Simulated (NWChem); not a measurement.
# TlCl; SMILES [Tl][Cl]

Results from NWChem. The geometry was optimised at PBE-D3(BJ)/def2-SVP. def2 effective core potentials on Tl; no spin-orbit coupling. Level: PBE0/def2-SVPD; the question gives the wavelength of the field.

Predict the results for field 1065 nm. Quantities: isotropic polarisability (bohr³); anisotropy (bohr³).


* **isotropic polarisability (bohr³)**: 54.9
* **anisotropy (bohr³)**: 34.7
